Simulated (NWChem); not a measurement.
Species: B$_{2}$, triplet; SMILES [B][B]

All runs: NWChem. Spin-unrestricted. No stability test was run on the SCF state. The level has its own optimisation; frequencies are unscaled.

What does the run give for PBE0/def2-TZVP? Quantities: r B–B (Å); highest harmonic frequency (cm⁻¹); zero-point energy (kcal/mol).


```yaml
r B–B (Å): 1.614
highest harmonic frequency (cm⁻¹): 1018
zero-point energy (kcal/mol): 1.5
```
